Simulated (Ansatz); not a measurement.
Correlation energies of AsBH$_{5}$NO by basis set

```xyz
9

B    -1.088    0.172   -0.556
As    0.224   -1.178    0.264
N     1.038   -0.168    1.485
O     0.232    0.149   -1.339
H    -1.219    1.189    0.068
H    -2.020   -0.297   -1.149
H     2.024   -0.267    1.660
H     0.659    0.732    1.736
H     0.149   -0.332   -2.169
```

Total charge 0; spin multiplicity 1. Correlated methods include outer-core shells of As, which these sets cover unevenly. Scalar relativity is left out up to krypton. The bonds changed during the relaxation, so this is another structure than the one it started from. Geometry: relaxed with PBE0-D4/def2-TZVP. It is one conformer, not always the lowest. Frozen core, restricted reference, Ansatz.

```json
{"basis": "def2-SVP", "HF (Eh)": "-2390.69557", "MP2 corr.": "-0.69301"}
{"basis": "def2-TZVPP", "HF (Eh)": "-2391.16978", "MP2 corr.": "-0.84466"}
{"basis": "def2-QZVPP", "HF (Eh)": "-2391.22263", "MP2 corr.": "-1.16923"}
```

**Question.** Estimate the CCSD correlation energy and the (T) correction in each basis where they were run (hartree).

**Answer.** 
| basis | CCSD corr. | (T) |
| --- | --- | --- |
| def2-SVP | -0.72117 | -0.02176 |
| def2-TZVPP | -0.86451 | -0.03563 |
